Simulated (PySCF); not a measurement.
H₄NSi, SMILES [SiH3][NH], multiplicity 2. Atoms are numbered in the order given.

```xyz
6

N      0.1318    -1.2269     0.0000
Si    -0.0127     0.5193     0.0000
H     -0.7475    -1.7475     0.0000
H      0.6990     1.0016     1.2082
H      0.6990     1.0016    -1.2082
H     -1.3953     1.0626     0.0000
```
Charge 0, spin multiplicity 2.

The structure is a stationary point at B3LYP-D3(BJ)/def2-TZVP. A frequency run showed that this geometry is not a minimum. The isomer is the one that the SMILES or the coordinates give; other isomers of the formula were not compared.

Computed with M06-2X/def2-TZVPD (PySCF).

The molecule is in vacuum.

Computed frontier levels, dipole moment and polarisability:
| Property | Value |
|---|---|
| α spin, highest occupied and lowest empty level | -9.95 and 0.46 eV |
| β spin, highest occupied and lowest empty level | -9.40 and -2.38 eV |
| dipole moment | 1.39 D |
| quadrupole, principal values (traceless, Buckingham form, about the centre of nuclear charge) | -4.74, 0.29, 4.45 D·Å |
| mean static polarisability | 37.2 bohr³ (5.52 Å³) |
| polarisability, principal values | 34.5, 35.8, 41.4 bohr³ |
| ⟨S²⟩ | 0.755 (pure state 0.75) |
